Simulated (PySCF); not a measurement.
C₃H₉BN₂, SMILES NB(N)CC=C.

The structure is a stationary point at TPSSh-D3(BJ)/def2-SVP. This is a generated structure with no PubChem entry under its InChIKey; it may be hypothetical. Other conformers were not sampled.

All values below come from TPSSh-D3(BJ)/def2-SVP run with PySCF.

Harmonic, unscaled wavenumbers; measured fundamentals usually lie a few per cent lower.

Computed normal modes with their intensities:
```json
[
 {"mode": "1", "ν (cm⁻¹)": "59", "IR (km/mol)": "0.9", "moving atoms (share of kinetic energy)": "N 36 %, C 34 %, H 30 %"},
 {"mode": "2", "ν (cm⁻¹)": "93", "IR (km/mol)": "0.1", "moving atoms (share of kinetic energy)": "C 52 %, H 30 %, N 18 %"},
 {"mode": "3", "ν (cm⁻¹)": "210", "IR (km/mol)": "0.2", "moving atoms (share of kinetic energy)": "H 42 %, C 31 %, N 23 %"},
 {"mode": "4", "ν (cm⁻¹)": "304", "IR (km/mol)": "61.7", "moving atoms (share of kinetic energy)": "H 79 %, N 20 %"},
 {"mode": "5", "ν (cm⁻¹)": "318", "IR (km/mol)": "1.1", "moving atoms (share of kinetic energy)": "N 38 %, H 29 %, C 24 %, B 8 %"},
 {"mode": "6", "ν (cm⁻¹)": "375", "IR (km/mol)": "183.8", "moving atoms (share of kinetic energy)": "H 79 %, N 13 %"},
 {"mode": "7", "ν (cm⁻¹)": "383", "IR (km/mol)": "80.3", "moving atoms (share of kinetic energy)": "H 52 %, N 28 %, C 12 %, B 8 %"},
 {"mode": "8", "ν (cm⁻¹)": "405", "IR (km/mol)": "1.2", "moving atoms (share of kinetic energy)": "H 56 %, C 35 %"},
 {"mode": "9", "ν (cm⁻¹)": "462", "IR (km/mol)": "4.5", "moving atoms (share of kinetic energy)": "H 96 %"},
 {"mode": "10", "ν (cm⁻¹)": "507", "IR (km/mol)": "7.5", "moving atoms (share of kinetic energy)": "H 43 %, B 39 %, C 10 %, N 9 %"},
 {"mode": "11", "ν (cm⁻¹)": "614", "IR (km/mol)": "1.5", "moving atoms (share of kinetic energy)": "H 82 %, B 11 %"},
 {"mode": "12", "ν (cm⁻¹)": "637", "IR (km/mol)": "6.6", "moving atoms (share of kinetic energy)": "H 50 %, C 28 %, N 14 %, B 8 %"},
 {"mode": "13", "ν (cm⁻¹)": "785", "IR (km/mol)": "3.3", "moving atoms (share of kinetic energy)": "H 44 %, C 37 %, N 16 %"},
 {"mode": "14", "ν (cm⁻¹)": "826", "IR (km/mol)": "4.1", "moving atoms (share of kinetic energy)": "H 58 %, C 23 %, B 13 %"},
 {"mode": "15", "ν (cm⁻¹)": "869", "IR (km/mol)": "3.0", "moving atoms (share of kinetic energy)": "H 64 %, N 19 %, C 14 %"},
 {"mode": "16", "ν (cm⁻¹)": "914", "IR (km/mol)": "42.9", "moving atoms (share of kinetic energy)": "H 72 %, C 27 %"},
 {"mode": "17", "ν (cm⁻¹)": "923", "IR (km/mol)": "5.5", "moving atoms (share of kinetic energy)": "H 53 %, N 44 %"},
 {"mode": "18", "ν (cm⁻¹)": "952", "IR (km/mol)": "1.0", "moving atoms (share of kinetic energy)": "H 51 %, C 47 %"},
 {"mode": "19", "ν (cm⁻¹)": "1031", "IR (km/mol)": "10.2", "moving atoms (share of kinetic energy)": "H 88 %, C 11 %"},
 {"mode": "20", "ν (cm⁻¹)": "1065", "IR (km/mol)": "5.7", "moving atoms (share of kinetic energy)": "H 70 %, C 27 %"},
 {"mode": "21", "ν (cm⁻¹)": "1188", "IR (km/mol)": "9.9", "moving atoms (share of kinetic energy)": "H 65 %, C 21 %, B 9 %"},
 {"mode": "22", "ν (cm⁻¹)": "1220", "IR (km/mol)": "1.7", "moving atoms (share of kinetic energy)": "H 65 %, C 33 %"},
 {"mode": "23", "ν (cm⁻¹)": "1310", "IR (km/mol)": "136.4", "moving atoms (share of kinetic energy)": "B 50 %, H 26 %, C 15 %, N 9 %"},
 {"mode": "24", "ν (cm⁻¹)": "1318", "IR (km/mol)": "19.7", "moving atoms (share of kinetic energy)": "H 72 %, C 21 %"},
 {"mode": "25", "ν (cm⁻¹)": "1418", "IR (km/mol)": "94.7", "moving atoms (share of kinetic energy)": "H 45 %, B 45 %"},
 {"mode": "26", "ν (cm⁻¹)": "1430", "IR (km/mol)": "38.5", "moving atoms (share of kinetic energy)": "H 79 %, B 11 %, C 9 %"},
 {"mode": "27", "ν (cm⁻¹)": "1457", "IR (km/mol)": "4.9", "moving atoms (share of kinetic energy)": "H 85 %, C 15 %"},
 {"mode": "28", "ν (cm⁻¹)": "1599", "IR (km/mol)": "99.3", "moving atoms (share of kinetic energy)": "H 79 %, N 16 %"},
 {"mode": "29", "ν (cm⁻¹)": "1611", "IR (km/mol)": "215.9", "moving atoms (share of kinetic energy)": "H 69 %, N 20 %, B 11 %"},
 {"mode": "30", "ν (cm⁻¹)": "1704", "IR (km/mol)": "22.2", "moving atoms (share of kinetic energy)": "C 85 %, H 15 %"},
 {"mode": "31", "ν (cm⁻¹)": "3012", "IR (km/mol)": "27.7", "moving atoms (share of kinetic energy)": "H 95 %"},
 {"mode": "32", "ν (cm⁻¹)": "3061", "IR (km/mol)": "18.4", "moving atoms (share of kinetic energy)": "H 91 %, C 9 %"},
 {"mode": "33", "ν (cm⁻¹)": "3121", "IR (km/mol)": "24.9", "moving atoms (share of kinetic energy)": "H 94 %"},
 {"mode": "34", "ν (cm⁻¹)": "3132", "IR (km/mol)": "6.2", "moving atoms (share of kinetic energy)": "H 93 %"},
 {"mode": "35", "ν (cm⁻¹)": "3222", "IR (km/mol)": "18.9", "moving atoms (share of kinetic energy)": "H 89 %, C 11 %"},
 {"mode": "36", "ν (cm⁻¹)": "3574", "IR (km/mol)": "25.4", "moving atoms (share of kinetic energy)": "H 96 %"},
 {"mode": "37", "ν (cm⁻¹)": "3588", "IR (km/mol)": "13.7", "moving atoms (share of kinetic energy)": "H 96 %"},
 {"mode": "38", "ν (cm⁻¹)": "3679", "IR (km/mol)": "26.4", "moving atoms (share of kinetic energy)": "H 91 %, N 9 %"},
 {"mode": "39", "ν (cm⁻¹)": "3689", "IR (km/mol)": "14.2", "moving atoms (share of kinetic energy)": "H 91 %, N 9 %"}
]
```
